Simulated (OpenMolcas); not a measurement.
**Os3+: effect of the active space**

```yaml
Program: OpenMolcas
Method: MS-CASPT2 or its RAS form, IPEA 0.25 Eh, imaginary shift 0.1 Eh
Basis: ANO-RCC-VTZP
Scalar_Hamiltonian: DKH2, point nucleus
Spin-orbit_coupling: RASSI with atomic mean-field integrals over the reference wave functions, term energies averaged over their components
```

A. 5 electrons in 5 orbitals (5d); 2S+1 = 6 even, 1 root; 2S+1 = 4 even, 24 roots; 2S+1 = 2 even, 75 roots; closed shells correlated: 5s 5p; CASPT2 step about 30 core-seconds
B. 11 electrons in 8 orbitals (RAS1 5p, at most 2 holes; RAS2 5d); 2S+1 = 6 even, 1 root; 2S+1 = 4 even, 24 roots; 2S+1 = 2 even, 75 roots; closed shells correlated: 5s; CASPT2 step of the order of 70 core-seconds
C. 5 electrons in 9 orbitals (RAS2 5d 6s; RAS3 6p, at most 2 electrons); 2S+1 = 6 even, 6 roots; 2S+1 = 4 even, 84 roots kept (CI in the orbitals of an earlier block, 81 in the spin-orbit step); 2S+1 = 2 even, 86 roots kept (CI in the orbitals of an earlier block); 2S+1 = 6 odd, 15 roots; 2S+1 = 4 odd, 90 roots kept (CI in the orbitals of an earlier block, 31 in the spin-orbit step); 2S+1 = 2 odd, 81 roots kept (CI in the orbitals of an earlier block, 0 in the spin-orbit step); closed shells correlated: 5s 5p; CASPT2 step of the order of 4 core-minutes
D. 5 electrons in 10 orbitals (5d 6d); 2S+1 = 6 even, 1 root; 2S+1 = 4 even, 24 roots; 2S+1 = 2 even, 70 roots; closed shells correlated: 5s 5p; CASPT2 step of the order of 30 core-minutes

Energies in cm-1 above 5d5 6S 5/2.

```tsv
Level	A	B	C	D
5d5 6S 5/2	0.0	0.0	0.0	0.0
5d5 4G 7/2 [66 %]	21660	21770	21440	21580
5d5 4G 11/2	22730	22780	22670	22790
5d5 4G 9/2	23420	23530	23400	23420
5d5 4P 1/2 [60 %]	24960	25180	24120	24790
5d5 4D 7/2 [69 %]	27470	27800	27350	27520
5d5 4D 1/2 [65 %]	31010	31350	30500	30870
5d5 2I 11/2 [74 %]	33060	33030	33210	32980
5d5 2I 13/2	35990	35970	36350	36020
5d5 2F 7/2(1) [55 %]	45250	45560	44790	45100
5d5 2S 1/2	48680	49090	47150	48150
5d5 2H 11/2 [72 %]	48790	48900	49180	48830
5d5 2D 3/2(2)	54760	55040	54060	55600
5d5 2D 5/2(2) [64 %]	58450	58910	57120	59200
5d5 2G 9/2(2)	61260	61440	59870	61230
5d5 2G 7/2(2)	62900	63060	61610	62590
```

The spin-orbit steps hold different terms of 5d5 (D lacks a 2D), which shifts levels as well.

Among A to D the level of the table that moves most is 5d5 2D 5/2(2) [64 %], by 2100 cm-1 (lowest in C, highest in D). Moves below CASPT2's spread within the term are not significant.

Term energies are means over components that CASPT2 splits; among the terms shown or strongly mixed into the levels shown the widest spread is 540 cm-1 (5d5 2I, D). Blocks of more than 70 roots (2S+1 = 2 even) ran without multistate coupling (holds for A; B). Active for correlation alone: 5p; no level in the range computed is led by a configuration that opens it, so any true level of that kind is missing (holds for B). Blocks of more than 70 roots (2S+1 = 4 even, 2 even) ran without multistate coupling (holds for C). Some high roots are left out of the spin-orbit mixing, which shifts the levels that they would mix with (holds for C). Terms from blocks run as CI alone lack orbitals of their own (holds for C). Active for correlation alone: 6d; no level in the range computed is led by a configuration that fills it, so any true level of that kind is missing (holds for D). Only configurations of the active space appear. Levels that lie high or do not pair safely by name in every column are left out.

A share in square brackets marks a mixed level and gives the weight of the term that names it, the lowest over the columns. A number in round brackets counts repeated terms of one configuration in the order of the reference energies.
